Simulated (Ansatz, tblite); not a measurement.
Cost and result up the ladder for Ge5O5 (10 atoms). Total charge 0; singlet. Geometry: r2SCAN-D4/def2-SVP.

```tsv
atom	x (Å)	y (Å)	z (Å)
Ge1	-1.4210	-1.6582	-0.8979
Ge2	1.8500	1.4936	1.0146
Ge3	-1.2504	0.5958	1.9295
Ge4	1.1370	-1.1080	0.3221
Ge5	-0.0585	1.1682	-2.0266
O6	-0.6848	-0.8358	0.9752
O7	0.4073	-1.9906	-1.0339
O8	1.0634	0.7783	-0.5661
O9	0.3158	1.5077	1.9523
O10	-1.3587	0.0489	-1.6692
```

Ansatz on 4 threads of Arm Neoverse V1 on a shared host; xTB runs through tblite on one thread. Times are rough, summed over both states, and most runs start from the orbitals of an earlier one. PBE0-D4/def2-SVP serves as the yardstick here, not as an exact answer. The other state is a triplet.

The xTB rows come from tblite. The structure comes from a short search, and lower isomers may exist.

xTB has no spin-polarisation term.

```
           level  functions  wall time
        GFN1-xTB         65    0.038 s
        GFN2-xTB         65    0.044 s
 PBE-D4/def2-SVP        230       24 s
PBE0-D4/def2-SVP        230       56 s
```

Estimate what each level gives for the vertical triplet (eV).


| level | vertical triplet (eV) | difference from PBE0-D4/def2-SVP (eV) |
| --- | --- | --- |
| GFN1-xTB | 2.56 | -0.25 |
| GFN2-xTB | 3.73 | 0.91 |
| PBE-D4/def2-SVP | 2.61 | -0.20 |
| PBE0-D4/def2-SVP | 2.81 | 0.00 |
